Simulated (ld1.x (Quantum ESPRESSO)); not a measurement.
## Reading a pseudo-wave (copper)

Columns: radius, all-electron u(r) and pseudo u(r) of the 3d shell (level -6.36 eV) of copper in the configuration [Ar] 3d10 4s0.5 4p0.5; Wu–Cohen, non-relativistic, ultrasoft scheme, ld1.x (Quantum ESPRESSO) 7.5.

```tsv
r (bohr)	all-electron	pseudo
0.145	0.2214	0.0055
0.290	0.6410	0.0413
0.435	0.8973	0.1239
0.580	0.9761	0.2489
0.725	0.9495	0.3923
0.870	0.8771	0.5206
1.015	0.7909	0.6048
1.160	0.7054	0.6316
1.305	0.6263	0.6076
1.450	0.5552	0.5535
1.595	0.4923	0.4923
1.740	0.4369	0.4369
1.885	0.3882	0.3882
2.030	0.3455	0.3455
2.175	0.3080	0.3080
2.320	0.2749	0.2749
2.465	0.2457	0.2457
2.610	0.2198	0.2198
2.755	0.1969	0.1969
2.900	0.1765	0.1765
3.045	0.1583	0.1583
3.190	0.1421	0.1421
3.335	0.1277	0.1277
3.480	0.1148	0.1148
3.625	0.1032	0.1032
3.770	0.0929	0.0929
```

Task: How many radial nodes do the two functions have?

Result: The all-electron 3d function has n − l − 1 = 0; the pseudo-wave has 0.

Task: At about which radius was the pseudo-wave matched?

Result: 1.65 bohr, where the columns begin to agree (steps of 0.14 bohr).

Task: Where does each function peak?

Result: Outermost all-electron maximum near 0.58 bohr, pseudo maximum near 1.16 bohr (to the table’s step).

Task: Is the pseudo-wave norm-conserving?

Result: No, it belongs to an ultrasoft set: the norm inside the radius is not constrained, and the difference is carried by the augmentation charge.
